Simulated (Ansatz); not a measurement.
`C[SiH]1BS1` → `B1[SiH2]S1` + `[CH2]` (triplet)  (formal loss of a carbene)

Computed with Ansatz on PBE0-D4/def2-TZVP structures; ΔE is electronic, products minus reactants. CCSD(T)/CBS adds triple-zeta CCSD(T) − MP2 to the extrapolated MP2 energy (def2 sets, frozen cores). This one scheme is used for every species. DFT in def2-TZVPP. Triplets are unrestricted, without spin–orbit coupling.

```tsv
level	ΔE (eV)
r2SCAN0	4.71
RPA@PBE/def2-TZVPP	4.74
```

Problem. What does CCSD(T)/CBS give? (Estimate.)

Solution. Computed: +4.98 eV. The listed levels differ from it by -0.27, -0.24 eV.

Largest T1 diagnostic among the species: 0.017.

The D4 term adds +0.11 eV with B3LYP and +0.06 eV with PBE0; it sums over pairs of atoms, weighted by their polarisabilities, and B3LYP, whose exchange is more repulsive, gets the larger term. From BLYP to BHLYP (50 % exact exchange), in def2-TZVPP and without D4, ΔE moves by −0.05 eV. In def2-TZVPP, CCSD(T) changes the Hartree–Fock value by +1.43 eV (the triples alone add +0.12 eV) and MP2 by +1.60 eV.

B3LYP here is the variant with VWN-RPA as its local correlation; programs differ in this.
